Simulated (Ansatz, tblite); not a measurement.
Removing an electron: AsH2(OMe) (CH₅AsO). Charge 0, multiplicity 1. Geometry: B3LYP-D4/def2-TZVP. Ansatz, gas phase; energy differences of separate SCF runs; the oxidised species was run as a doublet alone.

```csv
atom,x (Å),y (Å),z (Å)
As1,-0.804,1.334,0.327
H2,-1.037,1.581,1.816
H3,0.527,2.111,0.368
O4,-0.122,-0.323,0.613
C5,0.275,-1.023,-0.554
H6,-0.517,-1.052,-1.313
H7,0.504,-2.046,-0.253
H8,1.174,-0.583,-1.004
```

The xTB rows come from tblite. Correlated methods freeze 11 core orbitals; core or outer-core shells of As are correlated, in sets that lack core-valence functions. In CCSD on the charge 1 doublet the largest single amplitude is 0.37, so its Hartree–Fock determinant may place the open shell otherwise than the density functionals do.

```json
{"level": "GFN1-xTB", "−HOMO (eV)": "11.86", "vertical IE (eV)": "15.63", "−LUMO (eV)": "6.07", "HOMO–LUMO gap (eV)": "5.79", "remarks": "–"}
{"level": "GFN2-xTB", "−HOMO (eV)": "10.92", "vertical IE (eV)": "14.17", "−LUMO (eV)": "4.97", "HOMO–LUMO gap (eV)": "5.94", "remarks": "–"}
{"level": "PBE-D4/def2-TZVP", "−HOMO (eV)": "5.82", "vertical IE (eV)": "9.15", "−LUMO (eV)": "1.39", "HOMO–LUMO gap (eV)": "4.43", "remarks": "–"}
{"level": "r2SCAN-D4/def2-TZVP", "−HOMO (eV)": "6.12", "vertical IE (eV)": "9.27", "−LUMO (eV)": "1.16", "HOMO–LUMO gap (eV)": "4.97", "remarks": "–"}
{"level": "PBE0-D4/def2-TZVP", "−HOMO (eV)": "7.16", "vertical IE (eV)": "9.38", "−LUMO (eV)": "0.47", "HOMO–LUMO gap (eV)": "6.69", "remarks": "–"}
{"level": "CCSD/def2-TZVPP", "−HOMO (eV)": "–", "vertical IE (eV)": "9.59", "−LUMO (eV)": "–", "HOMO–LUMO gap (eV)": "–", "remarks": "large T1 (0.057) (+1 doublet)"}
{"level": "CCSD(T)/def2-TZVPP", "−HOMO (eV)": "–", "vertical IE (eV)": "9.59", "−LUMO (eV)": "–", "HOMO–LUMO gap (eV)": "–", "remarks": "large T1 (0.057) (+1 doublet)"}
```

Relaxing the oxidised species (B3LYP-D4/def2-TZVP) changes its energy by -0.35 eV at PBE-D4/def2-TZVP, so the adiabatic ionisation energy to this nearest minimum is 8.80 eV. At PBE0-D4/def2-TZVP it is 8.92 eV.  Run but left out: HF/def2-TZVPP, MP2/def2-TZVPP (charge +1 doublet: a determinant that CCSD turns far, T1 0.057).  Raw xTB energy differences between charge states are shifted by several eV; the methods need an empirical correction for them.
